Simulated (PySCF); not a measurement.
How the functional moves excitation energies

Species: C₄H₇B.
SMILES: `B[C@@H]1CC1=C`

Linear-response calculations in the def2-SVPD basis (PySCF; singlets by full response, triplets Tamm–Dancoff, core orbitals frozen in the response; HF means time-dependent Hartree–Fock). 'Strongest' is the level of largest summed f among the singlets computed (10 roots, of which the last may lack a degenerate partner); it can jump between rows when another state enters that window. S1 is the lowest singlet of each run and needn't be the same state throughout; f(S1) is that of one state. The structure is a single PBE0-D3(BJ)/def2-SVP conformer in the gas phase; no vibrational or solvent corrections.

| functional | kind | S1 (eV) | f(S1) | strongest (eV) | T1 (eV) | HOMO (eV) | gap (eV) | ionisation energy, ΔSCF (eV) |
| --- | --- | --- | --- | --- | --- | --- | --- | --- |
| LDA | LDA | 4.59 | 0.032 | 6.87 | 4.08 | -6.76 | 4.31 | 9.88 |
| PBE | GGA | 4.66 | 0.034 | 6.98 | 4.02 | -6.59 | 4.40 | 9.68 |
| B3LYP | global hybrid, 20% exact exchange | 5.16 | 0.047 | 7.04 | 4.21 | -7.47 | 6.04 | 9.79 |
| PBE0 | global hybrid, 25% exact exchange | 5.31 | 0.051 | 7.21 | 4.16 | -7.69 | 6.48 | 9.76 |
| BHandHLYP | global hybrid, 50% exact exchange | 5.81 | 0.066 | 7.33 | 4.18 | -8.64 | 8.46 | 9.59 |
| CAM-B3LYP | range-separated hybrid | 5.63 | 0.054 | 7.30 | 4.26 | -9.01 | 8.88 | 9.84 |
| wB97X-D | range-separated hybrid | 5.72 | 0.058 | 7.37 | 4.38 | -9.52 | 10.20 | 9.77 |
| LC-wPBE | range-separated hybrid | 5.95 | 0.039 | 7.58 | 4.17 | -10.40 | 11.45 | 9.87 |
| HF | Hartree–Fock | 6.59 | 0.114 | 7.59 | 3.74 | -10.08 | 12.17 | not settled |

S1 runs from 4.59 eV (LDA) to 6.59 eV (HF), a spread of 1.99 eV, while the orbital gap spreads over 7.9 eV. Along PBE (0%), B3LYP (20%), PBE0 (25%), BHandHLYP (50%), HF (100%) S1 rises with the share of exact exchange. −ε(HOMO) comes closest to its own ΔSCF ionisation energy with wB97X-D (-0.26 eV) and misses most with LDA (-3.12 eV). 'Not settled' means that the ion's SCF failed to converge or may have ended in another state than the lowest.
